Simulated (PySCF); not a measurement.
Isomers of C6H15ClSi, mass 150.063 u with the commonest isotopes. Computed with PBE0/pcSseg-1 in PySCF (dipole) on a GFN2-xTB geometry, gas phase. One conformer each, none proved a minimum here; rigid rotors.

Question: Order these by rotational constant A, smallest first.
A. `[CH3:1][CH2:2][CH2:3][CH2:4][C@:5]([CH3:6])([SiH3:7])[Cl:8]` with C1–C2–C3–C4 -179°, C2–C3–C4–C5 177°, C3–C4–C5–C6 180°
B. `[CH3:1][CH2:2][CH2:3][Si@@H:4]([Cl:5])[CH:6]([CH3:7])[CH3:8]` with C1–C2–C3–Si4 180°, C2–C3–Si4–Cl5 52°, C3–Si4–C6–C7 -172°
C. `[CH3:1][CH2:2][CH2:3][Si@H:4]([CH2:5][CH3:6])[CH2:7][Cl:8]` with C1–C2–C3–Si4 179°, C2–C3–Si4–C5 176°, C3–Si4–C5–C6 62°, C3–Si4–C7–Cl8 56°

Answer: C (1198 MHz), B (1836 MHz), A (1933 MHz).

Question: Order these by out-of-plane moment Σ m c² = (Ia + Ib − Ic)/2, largest first.
A. `[CH3:1][CH2:2][CH2:3][Si@@H:4]([Cl:5])[CH:6]([CH3:7])[CH3:8]` with C1–C2–C3–Si4 180°, C2–C3–Si4–Cl5 52°, C3–Si4–C6–C7 -172°
B. `[CH3:1][CH2:2][CH2:3][Si@H:4]([CH2:5][CH3:6])[CH2:7][Cl:8]` with C1–C2–C3–Si4 179°, C2–C3–Si4–C5 176°, C3–Si4–C5–C6 62°, C3–Si4–C7–Cl8 56°
C. `[CH3:1][CH2:2][CH2:3][CH2:4][C@:5]([CH3:6])([SiH3:7])[Cl:8]` with C1–C2–C3–C4 -179°, C2–C3–C4–C5 177°, C3–C4–C5–C6 180°

Answer: C (104.86 u·Å²), B (64.52 u·Å²), A (23.26 u·Å²).

Question: Order these by rotational constant C, largest first.
A. `[CH3:1][CH2:2][CH2:3][Si@@H:4]([Cl:5])[CH:6]([CH3:7])[CH3:8]` with C1–C2–C3–Si4 180°, C2–C3–Si4–Cl5 52°, C3–Si4–C6–C7 -172°
B. `[CH3:1][CH2:2][CH2:3][CH2:4][C@:5]([CH3:6])([SiH3:7])[Cl:8]` with C1–C2–C3–C4 -179°, C2–C3–C4–C5 177°, C3–C4–C5–C6 180°
C. `[CH3:1][CH2:2][CH2:3][Si@H:4]([CH2:5][CH3:6])[CH2:7][Cl:8]` with C1–C2–C3–Si4 179°, C2–C3–Si4–C5 176°, C3–Si4–C5–C6 62°, C3–Si4–C7–Cl8 56°

Answer: B (671.9 MHz), C (621.2 MHz), A (589.1 MHz).

```
               SMILES  point group  Ia (u·Å²)  Ib (u·Å²)  Ic (u·Å²)      κ  μa (D)  μb (D)  μc (D)
CCCC[C@](C)([SiH3])Cl           C1     261.44     700.48     752.20  -0.92    0.60    1.10    1.49
     CCC[Si@H](CC)CCl           C1     421.83     520.82     813.61   0.21    0.05    1.26    0.99
  CCC[Si@@H](Cl)C(C)C           C1     275.31     629.08     857.86  -0.66    0.03    1.90    0.10
```
